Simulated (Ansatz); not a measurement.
Consider the substitution at a C–C bond: `N=C[CH2][GaH][NH2]` + `NCS` → `N=CNCS` + `[CH3][GaH][NH2]`.

Gas-phase electronic energies from Ansatz, PBE0-D4/def2-TZVP geometries. CCSD(T)/CBS is the MP2 limit (def2-TZVPP, def2-QZVPP) plus CCSD(T) − MP2 in def2-TZVPP, frozen cores. Functionals use def2-TZVPP. B3LYP here is the variant with VWN-RPA as its local correlation; programs differ in this. For Ga outer-core shells are correlated without core-valence functions, which leaves a few kJ/mol of doubt a bond. Scalar relativity is left out up to krypton. One conformer a species, not always the lowest.

```csv
level,ΔE (kJ/mol),difference from CCSD(T)/CBS
PBE-D4,-58.8,-10.2
r2SCAN-D4,-61.1,-12.5
PBE0-D4,-57.1,-8.5
B3LYP-D4,-56.9,-8.3
ωB97X-V,-55.9,-7.3
ωB97M-V,-54.9,-6.3
B2PLYP,-54.6,-6.0
PBE,-57.3,-8.7
r2SCAN,-60.7,-12.1
PBE0,-55.8,-7.2
B3LYP,-54.5,-5.9
HF/def2-TZVPP,-46.2,2.4
MP2/def2-TZVPP,-54.2,-5.6
SCS-MP2/def2-TZVPP,-49.8,-1.2
CCSD/def2-TZVPP,-47.0,1.6
CCSD(T)/def2-TZVPP,-49.1,-0.5
HF/def2-QZVPP,-46.0,2.6
MP2/def2-QZVPP,-53.8,-5.2
SCS-MP2/def2-QZVPP,-49.5,-0.9
HF/CBS(def2),-45.9,2.7
MP2/CBS(def2),-53.6,-5.0
CCSD/CBS(def2),-46.4,2.2
CCSD(T)/CBS,-48.6,0
```

Largest T1 diagnostic among the species: 0.014.
